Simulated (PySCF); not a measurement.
Ligands exchanged one at a time, Si C2H5-SH. Gas-phase values, no solvent. One relaxed conformer stands for each flexible species; it need not be the lowest. Strings in code marks are SMILES.

The vertical ionisation energy (Delta-SCF) from two functionals at the same geometries (PBE0-D4/def2-SVP), both in PySCF: PBE-D3(BJ)/def2-TZVP and PBE0-D4/def2-TZVP. Delta-SCF ions had no search for a lower state. 

| species | PBE-D3(BJ)/def2-TZVP (eV) | PBE0-D4/def2-TZVP (eV) |
|---|---|---|
| 1 of 4 C2H5 replaced by SH (`CC[Si](S)(CC)CC`) | 8.49 | 8.88 |
| 2 of 4 C2H5 replaced by SH (`CC[Si](S)(S)CC`) | 8.39 | 8.84 |
| 3 of 4 C2H5 replaced by SH (`CC[Si](S)(S)S`) | 8.65 | 9.15 |
| 4 of 4 C2H5 replaced by SH (`S[Si](S)(S)S`) | 8.71 | 9.23 |

Over these rows, drawn at random from the members with no instability flagged (it was tested for open shells, ions and some series alone), PBE minus PBE0-D4: mean -0.46 eV, from -0.52 eV to -0.39 eV.
